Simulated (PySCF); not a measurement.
Sulfur trioxide, SMILES O=S(=O)=O (B3LYP/def2-SVP optimised geometry):

```
4

O     -1.089     1.257     0.000
S     -0.363     0.000     0.000
O     -1.089    -1.257     0.000
O      1.089     0.000     0.000
```

Method: B3LYP/def2-TZVP (PySCF 2.14.0).

Question: What are the frontier orbital energies and the dipole moment?

Answer: HOMO-2 -11.13 eV, HOMO-1 -11.13 eV, HOMO -9.79 eV, LUMO -3.07 eV, LUMO+1 -2.93 eV; dipole moment 0.00 D.

On the same geometry PBE/def2-TZVP (PySCF) gives HOMO-2 -9.76 eV, HOMO-1 -9.76 eV, HOMO -8.25 eV, LUMO -3.68 eV, LUMO+1 -3.68 eV; dipole moment 0.00 D.

Meta-Löwdin charges at B3LYP/def2-TZVP: O1 -0.67, S2 2.01, O3 -0.67, O4 -0.67.
